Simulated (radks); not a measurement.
Results of a calculation; reference values are marked as such.
Excited configurations of V: one electron is placed in a higher orbital outside [Ar] 3d4. The ground configuration is [Ar] 3d3 4s2. Level of theory: scalar-relativistic Kohn-Sham, SCAN, spin-unpolarised, spherical densities, finite nucleus; meta-GGA in the generalised Kohn-Sham scheme; Fermi nuclear charge, rms radius 3.6002 fm (a radial shooting solver on a logarithmic mesh with Libxc functionals). Excitation = E - E(ground); binding = E(ion) - E, where the ion is the core of charge +1; n* = 1/sqrt(2 binding) in atomic units, and the quantum defect is n - n*.

| outer orbital | excitation (eV) | binding (eV) | n* | <r> (bohr) |
|---|---|---|---|---|
| 4p | 3.759 | 3.523 | 1.965 | 5.109 |
| 5s | 5.046 | 2.236 | 2.467 | 9.443 |
| 5d | 6.400 | 0.882 | 3.927 | 20.98 |
| 6d | 6.722 | 0.561 | 4.925 | 33.89 |
| 6f | 6.898 | 0.385 | 5.946 | 47.05 |

The Delta-SCF ionisation energy is 7.283 eV (NIST Atomic Spectra Database: 6.746 eV, measured). Self-interaction in the functional shifts the binding energies and quantum defects, so they are the method's values and not measured ones. Spin polarisation and multiplet splitting are left out, so open shells lie too high by an amount that depends on their filling.

Beside tabulated values, note that spin-unpolarised runs miss the spin-polarisation part of the exchange energy of open shells.
